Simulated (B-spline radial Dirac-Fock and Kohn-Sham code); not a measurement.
**Dipole and non-dipole photoemission parameters of Br³⁺ 3d3/2**

System: bromine as Br³⁺, 1s2 2s2 2p6 3s2 3p6 3d10 4s2 4p2; threshold 119.6 eV (orbital energy of the model). The computed values come from an atomic code on a B-spline grid: Dirac-Hartree-Slater photoionisation with a Latter tail; cross sections with all multipoles, angular parameters from the dipole term and its interference with E2.

The run's input, task.json:

```json
{"items": [{
  "Z": 35,
  "q": 3,
  "cfg": [[1, 0, 2], [2, 0, 2], [2, 1, 6], [3, 0, 2], [3, 1, 6], [3, 2, 10], [4, 0, 2], [4, 1, 2]],
  "A": 79,
  "rrms": 4.1629,
  "do": "xps",
  "hv": [55.1, 60, 75.4, 80, 95.9, 190.0, 365.0, 405.0, 406.0, 464.0, 503.0, 568.0, 644.0, 889.0, 1070.0, 1110.0, 1430.0, 1486.9, 1970.0, 2580.0, 4000, 4660.0, 4810.0, 6000, 7720.0, 8047.8, 9251.7, 10900.0, 12000, 12100.0]
}]}
```

Command: `python xray2_run.py task.json out`

For linearly polarised light dσ/dΩ = σ/(4π) [1 + β P₂(cos θ) + (δ + γ cos²θ) sin θ cos φ], with θ from the polarisation vector and φ the angle between the beam and the projection of the electron momentum on the plane normal to the polarisation.

```
hν (eV)   σ (kb)      β       γ      δ
    190     2320  0.501  -0.014  0.015
    365      828  1.053   0.041  0.028
    405      657  1.101   0.058  0.030
    406      653  1.102   0.058  0.030
    464      475  1.151   0.084  0.033
    503        ?      ?       ?      ?
    568      283  1.200   0.134  0.038
    644      202  1.217   0.170  0.041
    889     80.3  1.219   0.283  0.052
   1070     45.6  1.197   0.360  0.060
   1110     40.7  1.190   0.376  0.062
   1430     18.1  1.133   0.492  0.077
 1486.9     15.9  1.123   0.510  0.080
   1970     6.14  1.034   0.645  0.103
   2580     2.37  0.935   0.773  0.133
   4000    0.468  0.766   0.961  0.201
   4660    0.261  0.709   1.019  0.232
   4810    0.230  0.697   1.031  0.238
   6000   0.0968  0.618   1.109  0.291
   7720   0.0352  0.533   1.189  0.362
 8047.8   0.0297  0.519   1.201  0.375
 9251.7   0.0167  0.473   1.238  0.422
  10900  0.00842  0.421   1.270  0.483
  12000  0.00561  0.391   1.282  0.521
  12100  0.00542  0.388   1.283  0.525
```

Task: Give the values at 503 eV.

Result: σ = 388 kb, β = 1.174, γ = 0.103, δ = 0.035.
